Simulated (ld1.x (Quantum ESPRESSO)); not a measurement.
u(r) = r·R(r): atom against pseudo-atom (Te (Z = 52))

Columns: radius, all-electron u(r) and pseudo u(r) of the 5s shell (level -23.53 eV) of tellurium in the configuration [Kr] 4d10 5s2 5p3; Wu–Cohen, scalar-relativistic, TM semilocal scheme, ld1.x (Quantum ESPRESSO) 7.5.

```csv
r (bohr),all-electron,pseudo
0.098,-0.1563,0.1370
0.195,0.2182,0.2433
0.292,0.2106,0.3001
0.390,-0.0669,0.3045
0.488,-0.3119,0.2730
0.585,-0.4109,0.2315
0.682,-0.3732,0.1995
0.780,-0.2427,0.1873
0.878,-0.0666,0.2013
0.975,0.1178,0.2474
1.072,0.2909,0.3316
1.170,0.4430,0.4481
1.268,0.5674,0.5675
1.365,0.6627,0.6627
1.463,0.7325,0.7325
1.560,0.7786,0.7786
1.658,0.8051,0.8051
1.755,0.8148,0.8148
1.852,0.8111,0.8111
1.950,0.7965,0.7965
2.047,0.7738,0.7738
2.145,0.7447,0.7447
2.242,0.7113,0.7113
2.340,0.6746,0.6746
2.438,0.6361,0.6361
2.535,0.5971,0.5971
```

Problem. How many radial nodes do the two functions have?

Solution. The all-electron 5s function has n − l − 1 = 4 (the table is too coarse to show those close to the nucleus); the pseudo-wave has 0, since the states of the same l below it are removed with the core.

Problem. At about which radius was the pseudo-wave matched?

Solution. 1.30 bohr, where the columns begin to agree (steps of 0.10 bohr).

Problem. Is the pseudo-wave norm-conserving?

Solution. Yes: the TM semilocal scheme keeps the norm inside the radius equal to the all-electron one, which fixes the energy derivative of the logarithmic derivative at the level.
